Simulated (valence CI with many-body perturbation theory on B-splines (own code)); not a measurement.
Br21+: electric-dipole lines

Level of theory: relativistic CI+MBPT: four valence electrons over a frozen Dirac-Fock core [Ne], a basis of 11 s, 11 p, 9 d, 7 f, 5 g, 2 h, 1 i functions for each j, with the one-electron correlation potential Σ1, the two-electron term Σ2, the three-electron term Σ3, Breit, model QED; selected CI, second order for the rest (own B-spline code, finite nucleus).

No measured spectrum was set against this ion. As an estimate, levels of excited configurations hold to 0.05 to 0.15 % of their energy, terms of the ground configuration to about 0.5 %.

Lines 101 to 150 of 215 in falling wavelength, among levels below 177.19 eV, chosen from the strongest by gf and those to the six lowest levels. Wavelengths and rates use the calculated energies, so an error of 300 cm⁻¹ moves a line at 147.9 Å by 0.044 % and its rate by three times that or more. Electric multipoles are in the length gauge, E1 and E2 with the static RPA response of the core. Weak lines are less certain than strong ones. Lines between different terms over intervals too small for the method are left out, as are lines whose strength nearly cancels. Where a level lies close to another of its J and parity, the split of strength between their lines is uncertain. The highest levels of a list are the least certain.

Names give the largest LS component (configuration and term), which can be under half, so a name can repeat, a term be missing and a line seem to break the LS rules; names also repeat where a configuration has a term twice. Letters in brackets count levels of one name in rising energy.

| λ vac (Å) | Upper | Lower | A (s⁻¹) | S (a.u.) with core polarisation | S without |
| --- | --- | --- | --- | --- | --- |
| 147.9 | 3s3p²3d ³G_3 | 3s3p³ ³P°_2 [a] | 4.32e+09 | 4.82e-02 | 4.97e-02 |
| 147.8 | 3s3p²3d ³F_2 [c] | 3s²3p3d ³F°_2 | 2.88e+10 | 2.30e-01 | 2.37e-01 |
| 147.4 | 3s²3p3d ³D°_1 | 3s²3p² ¹D_2 | 1.37e+10 | 6.51e-02 | 6.70e-02 |
| 147.0 | 3s3p²3d ³D_1 [b] | 3s3p³ ³P°_2 [b] | 1.80e+10 | 8.48e-02 | 8.72e-02 |
| 146.6 | 3s3p²3d ³D_1 [d] | 3s²3p3d ³F°_2 | 2.64e+10 | 1.23e-01 | 1.27e-01 |
| 146.6 | 3s3p²3d ⁵P_2 | 3s3p³ ³D°_3 | 4.16e+09 | 3.24e-02 | 3.32e-02 |
| 146.5 | 3s3p²3d ³D_1 [c] | 3s3p³ ³P°_2 [b] | 1.22e+10 | 5.68e-02 | 5.84e-02 |
| 146.5 | 3s3p³ ³S°_1 | 3s²3p² ³P_1 | 2.62e+10 | 1.22e-01 | 1.25e-01 |
| 145.9 | 3s²3p3d ³F°_2 | 3s²3p² ³P_1 | 1.79e+09 | 1.37e-02 | 1.41e-02 |
| 145.6 | 3s²3p3d ³F°_3 | 3s²3p² ³P_2 | 4.72e+09 | 5.04e-02 | 5.17e-02 |
| 144.3 | 3s3p²3d ³P_2 [a] | 3s3p³ ³D°_3 | 2.66e+10 | 1.97e-01 | 2.03e-01 |
| 144.3 | 3s3p²3d ⁵F_3 | 3s3p³ ⁵S°_2 | 1.55e+09 | 1.60e-02 | 1.64e-02 |
| 143.3 | 3p⁴ ³P_1 | 3s3p³ ⁵S°_2 | 1.03e+08 | 4.49e-04 | 4.61e-04 |
| 142.5 | 3s3p²3d ³P_1 [b] | 3s3p³ ³P°_2 [b] | 5.26e+09 | 2.25e-02 | 2.32e-02 |
| 142.3 | 3s3p²3d ³P_0 [a] | 3s3p³ ³P°_1 | 3.03e+10 | 4.30e-02 | 4.43e-02 |
| 139.7 | 3s3p²3d ³P_2 [a] | 3s3p³ ³D°_2 | 3.15e+10 | 2.12e-01 | 2.18e-01 |
| 139.5 | 3s3p²3d ³P_2 [b] | 3s3p³ ³P°_2 [b] | 6.55e+09 | 4.39e-02 | 4.51e-02 |
| 139.5 | 3s3p²3d ¹F_3 | 3s3p³ ³P°_2 [a] | 2.54e+10 | 2.38e-01 | 2.45e-01 |
| 139.5 | 3p⁴ ¹D_2 | 3s3p³ ⁵S°_2 | 2.96e+08 | 1.98e-03 | 2.03e-03 |
| 138.5 | 3s3p²3d ³P_2 [a] | 3s3p³ ³D°_1 | 9.78e+09 | 6.40e-02 | 6.59e-02 |
| 138.3 | 3s²3p3d ³D°_2 | 3s²3p² ¹D_2 | 2.14e+10 | 1.39e-01 | 1.44e-01 |
| 137.1 | 3s3p²3d ³F_3 [c] | 3s3p³ ³P°_2 [b] | 3.15e+09 | 2.81e-02 | 2.89e-02 |
| 136.3 | 3s3p²3d ⁵D_1 | 3s3p³ ⁵S°_2 | 1.18e+09 | 4.42e-03 | 4.53e-03 |
| 136.3 | 3s3p²3d ⁵D_2 | 3s3p³ ⁵S°_2 | 4.05e+09 | 2.53e-02 | 2.60e-02 |
| 136.1 | 3s²3p3d ³D°_3 | 3s²3p² ¹D_2 | 1.38e+10 | 1.20e-01 | 1.24e-01 |
| 136.0 | 3s3p²3d ⁵D_3 | 3s3p³ ⁵S°_2 | 6.22e+09 | 5.41e-02 | 5.55e-02 |
| 135.5 | 3s3p²3d ³D_1 [b] | 3s3p³ ³P°_2 [a] | 1.99e+10 | 7.32e-02 | 7.52e-02 |
| 135.4 | 3s²3p3d ³P°_1 | 3s²3p² ¹D_2 | 2.22e+10 | 8.16e-02 | 8.39e-02 |
| 135.1 | 3s3p²3d ³F_3 [b] | 3s3p³ ³P°_2 [a] | 4.18e+09 | 3.56e-02 | 3.66e-02 |
| 135.0 | 3s3p²3d ³D_1 [c] | 3s3p³ ³P°_2 [a] | 9.56e+09 | 3.49e-02 | 3.58e-02 |
| 135.0 | 3s3p³ ³S°_1 | 3s²3p² ³P_0 | 1.62e+10 | 5.91e-02 | 6.08e-02 |
| 134.9 | 3s3p³ ¹P°_1 | 3s²3p² ³P_2 | 7.71e+08 | 2.81e-03 | 2.88e-03 |
| 134.1 | 3s²3p3d ³P°_2 [a] | 3s²3p² ³P_2 | 3.31e+10 | 1.97e-01 | 2.02e-01 |
| 133.8 | 3s3p²3d ³F_2 [b] | 3s3p³ ³D°_3 | 1.03e+10 | 6.09e-02 | 6.26e-02 |
| 133.7 | 3s3p²3d ³D_1 [c] | 3s3p³ ³P°_0 | 2.83e+10 | 1.00e-01 | 1.03e-01 |
| 133.6 | 3s3p²3d ³P_0 [b] | 3s3p³ ³P°_1 | 6.28e+10 | 7.39e-02 | 7.59e-02 |
| 133.4 | 3s²3p3d ³P°_2 [b] | 3s²3p² ¹D_2 | 7.50e+10 | 4.40e-01 | 4.52e-01 |
| 133.2 | 3s3p²3d ³D_2 [b] | 3s3p³ ³P°_1 | 4.94e+10 | 2.88e-01 | 2.96e-01 |
| 133.2 | 3s3p²3d ³P_1 [a] | 3s3p³ ³D°_2 | 6.25e+09 | 2.19e-02 | 2.25e-02 |
| 132.1 | 3s3p²3d ³P_1 [a] | 3s3p³ ³D°_1 | 5.35e+10 | 1.82e-01 | 1.88e-01 |
| 131.8 | 3s²3p3d ³D°_1 | 3s²3p² ³P_2 | 2.16e+09 | 7.32e-03 | 7.52e-03 |
| 131.7 | 3s3p²3d ³G_4 | 3s3p³ ³D°_3 | 2.63e+09 | 2.68e-02 | 2.74e-02 |
| 131.6 | 3s3p²3d ³P_1 [b] | 3s3p³ ³P°_1 | 3.21e+10 | 1.08e-01 | 1.11e-01 |
| 131.2 | 3s3p²3d ³F_2 [a] | 3s3p³ ⁵S°_2 | 1.07e+09 | 5.94e-03 | 6.10e-03 |
| 130.6 | 3s3p³ ¹P°_1 | 3s²3p² ³P_1 | 1.33e+10 | 4.39e-02 | 4.52e-02 |
| 130.4 | 3s3p²3d ³D_3 | 3s3p³ ³D°_3 | 3.23e+10 | 2.47e-01 | 2.54e-01 |
| 130.3 | 3s3p²3d ³P_1 [b] | 3s3p³ ³P°_0 | 2.42e+10 | 7.91e-02 | 8.13e-02 |
| 129.9 | 3s²3p3d ¹P°_1 | 3s²3p² ¹S_0 | 9.68e+10 | 3.14e-01 | 3.23e-01 |
| 129.8 | 3s²3p3d ³P°_2 [a] | 3s²3p² ³P_1 | 5.11e+10 | 2.76e-01 | 2.83e-01 |
| 129.1 | 3s3p²3d ³P_2 [b] | 3s3p³ ³P°_2 [a] | 4.31e+10 | 2.29e-01 | 2.35e-01 |
